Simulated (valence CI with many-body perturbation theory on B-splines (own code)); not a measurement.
## Eu¹²⁺: electric-dipole lines

Computed by valence CI with perturbative core correlation (CI+MBPT): five valence electrons over a frozen Dirac-Fock core [Kr] 4d10, radial functions for each j: 7 s, 7 p, 7 d, 7 f, 4 g, 2 h, with the one-electron correlation potential Σ1, the two-electron term Σ2, the three-electron term Σ3, Breit, model QED; selected CI, second order for the rest, scaled by the run's own slope (own B-spline code, finite nucleus).

No measured spectrum was set against this ion. As an estimate, terms of the open shell hold to a few per cent of their energy, and close levels can change places. Among the levels kept, up to 2600 cm⁻¹ of a level comes from second order outside the variational space, and about a tenth of that is noise between levels of different J, which matters for small intervals.

Lines 151 to 200 of 555 in falling wavelength, among levels below 20.869 eV, chosen from the strongest by gf and those to the six lowest levels. Wavelengths and rates use the calculated energies, so an error of 2000 cm⁻¹ moves a line at 107.9 nm by 2.2 % and its rate by three times that or more. Electric multipoles are in the length gauge, E1 and E2 with the static RPA response of the core. Weak lines are less certain than strong ones. Lines between different terms over intervals too small for the method are left out, as are lines whose strength nearly cancels. Where a level lies close to another of its J and parity, the split of strength between their lines is uncertain. The highest levels of a list are the least certain.

Names give the largest LS component (configuration and term), which can be under half, so a name can repeat, a term be missing and a line seem to break the LS rules; names also repeat where a configuration has a term twice. Letters in brackets count levels of one name in rising energy.

```
λ vac (nm)              Upper                Lower   A (s⁻¹)  S (a.u.) with core polarisation  S without
     107.9   4f⁴5s ⁴D_5/2 [a]   4f³5s² ²D°_3/2 [a]  2.37e+04                         8.81e-05   1.07e-04
     107.8       4f⁴5s ⁶F_9/2   4f³5s² ²H°_9/2 [a]  1.74e+03                         1.08e-05   1.34e-05
     107.4   4f⁴5s ⁴H_7/2 [a]   4f³5s² ²G°_7/2 [a]  1.71e+04                         8.36e-05   1.00e-04
     107.3      4f⁴5s ⁴L_15/2      4f³5s² ²K°_15/2  8.44e+03                         8.24e-05   9.86e-05
     107.2   4f⁴5s ²G_7/2 [a]       4f³5s² ⁴D°_7/2  1.16e+04                         5.65e-05   6.52e-05
     107.1  4f⁴5s ⁴H_13/2 [a]      4f³5s² ⁴G°_11/2  1.19e+04                         1.01e-04   1.23e-04
     107.1   4f⁴5s ⁴G_9/2 [a]      4f³5s² ⁴G°_11/2  1.17e+04                         7.12e-05   8.21e-05
     106.9   4f⁴5s ²D_3/2 [a]       4f³5s² ⁴D°_1/2  2.38e+04                         5.75e-05   7.09e-05
     106.9   4f⁴5s ⁴F_5/2 [c]       4f³5s² ⁴D°_3/2  2.02e+04                         7.30e-05   8.42e-05
     106.8  4f⁴5s ⁴H_11/2 [a]       4f³5s² ⁴G°_9/2  1.59e+04                         1.14e-04   1.41e-04
     106.6  4f⁴5s ²I_11/2 [a]   4f³5s² ²H°_9/2 [b]  1.69e+04                         1.22e-04   1.45e-04
     106.5  4f⁴5s ²L_15/2 [b]      4f³5s² ²I°_13/2  1.42e+04                         1.35e-04   1.60e-04
     106.4       4f⁴5s ²F_5/2   4f³5s² ²D°_5/2 [b]  2.12e+04                         7.57e-05   8.75e-05
     106.3  4f⁴5s ²L_17/2 [b]      4f³5s² ²L°_15/2  2.94e+04                         3.13e-04   3.81e-04
     106.2   4f⁴5s ²H_9/2 [c]   4f³5s² ²F°_7/2 [a]  1.31e+04                         7.75e-05   9.01e-05
     105.9   4f⁴5s ⁴G_7/2 [c]       4f³5s² ⁴D°_5/2  1.33e+04                         6.26e-05   7.47e-05
     105.8   4f⁴5s ⁴F_7/2 [a]   4f³5s² ²G°_9/2 [a]  1.54e+04                         7.18e-05   8.44e-05
     105.6      4f⁴5s ⁶F_11/2   4f³5s² ²H°_9/2 [a]  8.41e+02                         5.87e-06   7.36e-06
     105.4       4f⁴5s ⁴P_5/2   4f³5s² ²D°_5/2 [a]  2.16e+04                         7.48e-05   8.99e-05
     105.2      4f⁴5s ⁴L_13/2      4f³5s² ²K°_13/2  8.37e+03                         6.73e-05   7.77e-05
     105.1   4f⁴5s ²F_7/2 [c]   4f³5s² ²F°_5/2 [a]  2.10e+04                         9.64e-05   1.11e-04
     105.1   4f⁴5s ²D_3/2 [b]   4f³5s² ²D°_3/2 [b]  7.41e+04                         1.70e-04   2.05e-04
     105.0   4f⁴5s ²D_5/2 [c]   4f³5s² ²D°_3/2 [b]  5.85e+04                         2.01e-04   2.45e-04
     105.0   4f⁴5s ⁴H_7/2 [b]   4f³5s² ²H°_9/2 [b]  6.97e+04                         3.19e-04   3.94e-04
     105.0  4f⁴5s ²L_15/2 [b]      4f³5s² ²L°_15/2  7.33e+04                         6.69e-04   7.82e-04
     104.8   4f⁴5s ⁴H_9/2 [a]   4f³5s² ²G°_7/2 [a]  1.60e+04                         9.11e-05   1.12e-04
     104.7       4f⁴5s ²F_5/2   4f³5s² ²D°_3/2 [b]  3.73e+04                         1.27e-04   1.43e-04
     104.7   4f⁴5s ⁴F_9/2 [a]      4f³5s² ⁴G°_11/2  6.74e+04                         3.81e-04   4.61e-04
     104.4  4f⁴5s ⁴H_11/2 [b]   4f³5s² ²H°_9/2 [b]  1.97e+04                         1.33e-04   1.62e-04
     104.3      4f⁴5s ⁴M_15/2      4f³5s² ²K°_15/2  2.13e+04                         1.91e-04   2.32e-04
     104.1   4f⁴5s ⁴G_7/2 [a]       4f³5s² ⁴G°_7/2  8.51e+04                         3.79e-04   4.39e-04
     103.8   4f⁴5s ⁴F_9/2 [a]   4f³5s² ²G°_9/2 [a]  2.05e+04                         1.13e-04   1.30e-04
     103.7  4f⁴5s ²I_11/2 [c]  4f³5s² ²H°_11/2 [b]  5.16e+04                         3.41e-04   4.09e-04
     103.4   4f⁴5s ⁴G_5/2 [a]       4f³5s² ⁴G°_5/2  2.09e+05                         6.84e-04   7.98e-04
     103.0      4f⁴5s ⁶G_11/2       4f³5s² ⁴F°_9/2  2.37e+04                         1.54e-04   1.91e-04
     102.9       4f⁴5s ⁶G_9/2       4f³5s² ⁴F°_7/2  4.96e+04                         2.67e-04   3.30e-04
     102.9  4f⁴5s ²K_13/2 [a]      4f³5s² ²K°_15/2  8.22e+03                         6.18e-05   7.39e-05
     102.8   4f⁴5s ⁴F_7/2 [c]       4f³5s² ⁴D°_5/2  3.21e+04                         1.38e-04   1.62e-04
     102.8   4f⁴5s ⁴G_9/2 [a]       4f³5s² ⁴G°_9/2  4.22e+04                         2.26e-04   2.63e-04
     102.8   4f⁴5s ⁴F_9/2 [c]       4f³5s² ⁴D°_7/2  7.94e+04                         4.25e-04   5.00e-04
     102.7  4f⁴5s ⁴G_11/2 [a]      4f³5s² ⁴G°_11/2  1.56e+05                         1.00e-03   1.18e-03
     102.6      4f⁴5s ²M_19/2      4f³5s² ²L°_17/2  8.91e+04                         9.50e-04   1.12e-03
     102.6       4f⁴5s ²P_3/2       4f³5s² ⁴D°_3/2  3.19e+04                         6.79e-05   8.05e-05
     102.4   4f⁴5s ⁴F_7/2 [a]       4f³5s² ⁴G°_9/2  4.59e+04                         1.95e-04   2.27e-04
     102.4       4f⁴5s ⁶G_7/2       4f³5s² ⁴F°_5/2  4.02e+04                         1.70e-04   2.10e-04
     102.1   4f⁴5s ⁴F_9/2 [b]      4f³5s² ⁴G°_11/2  1.20e+04                         6.31e-05   7.48e-05
     102.0   4f⁴5s ²G_7/2 [a]       4f³5s² ⁴D°_5/2  1.83e+04                         7.68e-05   9.07e-05
     101.9  4f⁴5s ⁴G_11/2 [a]   4f³5s² ²G°_9/2 [a]  2.66e+04                         1.67e-04   2.04e-04
     101.6   4f⁴5s ²H_9/2 [a]      4f³5s² ⁴G°_11/2  3.53e+04                         1.82e-04   2.13e-04
     101.5   4f⁴5s ⁴F_5/2 [a]       4f³5s² ⁴G°_7/2  8.12e+04                         2.51e-04   2.91e-04
```
